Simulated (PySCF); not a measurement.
PBE beside CCSD(T) along group 15: bonds to Tl

PBE and CCSD(T) in PySCF with def2-SVP on every atom (core potentials on Sb, Tl, Bi), for the lowest determinant that a PBE0 search found; no spin–orbit coupling.

| molecule | state (unpaired electrons) | PBE Re (Å) | PBE ωe (cm⁻¹) | PBE De (eV) | CCSD(T) Re (Å) | CCSD(T) ωe (cm⁻¹) | CCSD(T) De (eV) |
| --- | --- | --- | --- | --- | --- | --- | --- |
| TlN | triplet (π ↑↑) | 2.354 | 387 | 1.86 | 2.357 | 371 | 0.90 |
| TlP | triplet (π ↑↑) | 2.763 | 227 | 1.97 | 2.761 | 226 | 1.22 |
| TlAs | triplet (π ↑↑) | 2.852 | 153 | 1.90 | 2.858 | 152 | 1.25 |
| TlSb | triplet (π ↑↑) | 3.042 | 120 | 1.77 | 3.055 | 119 | 1.18 |
| TlBi | triplet (π ↑↑) | 3.110 | 101 | 1.70 | ? | ? | ? |

(1) Estimate the CCSD(T) values of TlBi by adding the mean shift from PBE to CCSD(T) of the other rows, and compare with the calculation.

(2) What are the mean differences of PBE from CCSD(T) over the whole series?

In a basis of this size CCSD(T) is itself not converged; it tends to give bonds that are too long and too weak.

Correlated steps freeze the inner cores (5 to 13 orbitals); shallow outer-core shells are correlated. UHF and ROHF references stand side by side, which adds small steps between rows. Correlated levels converge slowly with the basis: in double zeta they bind strong bonds too weakly, by up to about 1 eV, and carry superposition errors of some tenths. These are scalar-relativistic numbers at best; spin–orbit coupling would shift them, the dissociation energy most. States were picked by a PBE0 search and need not be the measured ground states.

Answers

(1) The mean shifts are +0.5 pm, -5 cm⁻¹ and -0.74 eV, which give 3.115 Å, 96.2 cm⁻¹ and 0.96 eV. CCSD(T)/def2-SVP gives Re = 3.127 Å, ωe = 99.0 cm⁻¹, De = 1.12 eV.

(2) Re -0.7 pm, ωe +4 cm⁻¹, De +0.71 eV.
